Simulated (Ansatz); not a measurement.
Two isomers of AsH5OSi: A = `[SiH3]O[AsH2]`, B = `O[AsH][SiH3]`.

Computed with Ansatz on PBE0-D4/def2-TZVP structures; ΔE is electronic, products minus reactants. CCSD(T)/CBS adds triple-zeta CCSD(T) − MP2 to the extrapolated MP2 energy (def2 sets, frozen cores). Functionals use def2-TZVPP. B3LYP here is the variant with VWN-RPA as its local correlation; programs differ in this. For As outer-core shells are correlated without core-valence functions, which leaves a few kJ/mol of doubt a bond. Scalar relativity is left out up to krypton. One conformer a species, not always the lowest.

A:

Z-matrix (Å, degrees):
```
Si
O 1 1.644
H 1 1.489 2 111.2
H 1 1.489 2 111.2 3 120.5
H 1 1.482 2 106.8 3 -119.7
As 2 1.797 1 125.7 3 -61.8
H 6 1.528 2 95.6 1 133.3
H 6 1.528 2 95.5 1 -134.9
```

B:

```xyz
8

O    -0.9604   -1.6824   -0.1184
As    0.6060   -1.0405    0.5322
Si    0.3058    1.1422   -0.3495
H    -0.8211   -2.6017   -0.3593
H     0.0685   -0.6079    1.8990
H     1.2792    2.0415    0.3281
H    -1.0774    1.6336   -0.1269
H     0.5994    1.1151   -1.8052
```

Question: Which is lower in electronic energy at CCSD(T)/CBS, and by how much? (An estimate is asked.)

Answer: Computed: A, by 69.2 kJ/mol.

Question: Give E(B) − E(A) in kJ/mol with MP2/def2-TZVPP, r2SCAN-D4, LDA (SPW92), B3LYP-D4, PBE-D4, CCSD(T)/def2-TZVPP, BLYP-D4. (Best estimate.)

Answer: Ansatz gave: MP2/def2-TZVPP 74.3, r2SCAN-D4 63.6, LDA (SPW92) 51.6, B3LYP-D4 69.0, PBE-D4 48.4, CCSD(T)/def2-TZVPP 71.7, BLYP-D4 64.0. None reverses the order clearly.

Question: Does the order hold for the free energy at 298.15 K (harmonic terms from PBE0-D4)? (Estimate.)

Answer: Ansatz gave: Yes: G(B) − G(A) = +77.5 kJ/mol, for one conformer each. Modes under 60 cm⁻¹, often nearly free rotors, make the harmonic entropy too high.

Largest T1 diagnostic: 0.012.

In def2-TZVPP, CCSD(T) changes the Hartree–Fock value by −20.8 kJ/mol (the triples alone add −3.0 kJ/mol) and MP2 by −18.2 kJ/mol. At CCSD(T), def2-SVP lies +3.6 kJ/mol from the extrapolated value and def2-TZVPP +2.4 kJ/mol.
